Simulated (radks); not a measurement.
All-electron atom: neutral molybdenum in [Kr] 4d6 (not the ground configuration). Calculated with a radial shooting solver on a logarithmic mesh with Libxc functionals: Dirac Kohn-Sham, PBE, spin-unpolarised, spherical densities, point nucleus; open shells are shared between the two j in proportion to 2j + 1.

Unscreened Slater integrals over Kohn-Sham orbitals (cm^-1). Large and small components are both included.

F0(4d5/2,4d5/2): 93844
F2(4d5/2,4d5/2): 43736
F4(4d5/2,4d5/2): 27656
F0(4d5/2,4d3/2): 94767
F2(4d5/2,4d3/2): 44236
G2(4d5/2,4d3/2): 44224
G4(4d5/2,4d3/2): 27984
F0(4d5/2,4p3/2): 115980
F2(4d5/2,4p3/2): 51733
G1(4d5/2,4p3/2): 62242
G3(4d5/2,4p3/2): 37379
F0(4d5/2,4p1/2): 116820
G3(4d5/2,4p1/2): 36732
F0(4d3/2,4d3/2): 95712
F2(4d3/2,4d3/2): 44758
F0(4d3/2,4p3/2): 117510
F2(4d3/2,4p3/2): 52866
G1(4d3/2,4p3/2): 63934
G3(4d3/2,4p3/2): 38412
F0(4d3/2,4p1/2): 118390
G1(4d3/2,4p1/2): 62889
F0(4p3/2,4p3/2): 157670
F2(4p3/2,4p3/2): 82525
F0(4p3/2,4p1/2): 159680
G2(4p3/2,4p1/2): 83436
F0(4p1/2,4p1/2): 161790
